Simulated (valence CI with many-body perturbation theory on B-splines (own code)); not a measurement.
Values are calculated unless marked as measured or tabulated.
Ir XXXIX: input, log and results

The program does CI of the valence electrons with many-body perturbation theory for a frozen closed Dirac-Fock core.

Command, and the settings that its task file holds:

```sh
python run_cv.py task.json out
```

```
atom Ir  Z=77  mass_number=193  rms_radius_fm=5.4032
core [Kr]
valence 5d3
avg = 1
basis = S
breit = 1
cap = 10000
capref = 1200
cscale = 1
de = 0.0
dress = 0
eps = 2e-08
extrap = 1
h = 0.27
hh = 1
l2 = 3
lcore = 6
maxit = 60
n2 = 5
natural = 1
nlev = 20
nno = [3, 3, 3, 3, 1]
nroot = 26
nsp = [3, 3, 2, 2, 0]
pt2 = 1
qed = 1
rpa = 1
s1 = 1
s2 = 1
s3 = 1
screen = 1
tol = 2e-05
whole = 1
```

(1) What became of the run, and why?

Results:

(1) It gave no result: the start configuration must fill the lowest shells above the core. The program said: "5d is not the lowest shell of its kind above the core".
